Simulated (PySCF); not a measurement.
**Electronic structure of N²⁺ (nitrogen, charge +2) at the UHF level**

Configuration: [He] 2s2 3s1, 2S determinant (an excited configuration). Computed with PySCF 2.14 in aug-cc-pVQZ (6s5p4d3f2g, 80 functions), with no relativity, point nucleus.

```json
{"Total energy": "-51.803164 hartree", "One-electron energy": "-62.5967 hartree", "Hartree (Coulomb) energy": "16.1011 hartree", "Exchange energy": "-5.3076 hartree", "Kinetic energy": "51.80895 hartree", "⟨S²⟩": "0.7501", "⟨L²⟩": "0.000", "Sum of ⟨r⟩": "5.888 bohr", "Sum of ⟨r²⟩": "14.75 bohr²", "Density at the nucleus (Gaussians lack the cusp)": "208 bohr⁻³", "Spin density at the nucleus": "1.31 bohr⁻³", "Langevin diamagnetic susceptibility": "-11.7 ×10⁻⁶ cm³/mol"}
```

```tsv
shell	electrons	mean orbital energy (hartree)	rms radius, mean of both spins (bohr)
1s α	1	-17.73501	0.263
1s β	1	-17.71958	0.263
2s α	1	-2.43035	1.21
2s β	1	-2.40318	1.21
3s α	1	-0.72148	3.42
```

The outer electron is Rydberg-like, and this basis confines it to a smaller radius and binds it less than a complete one would.
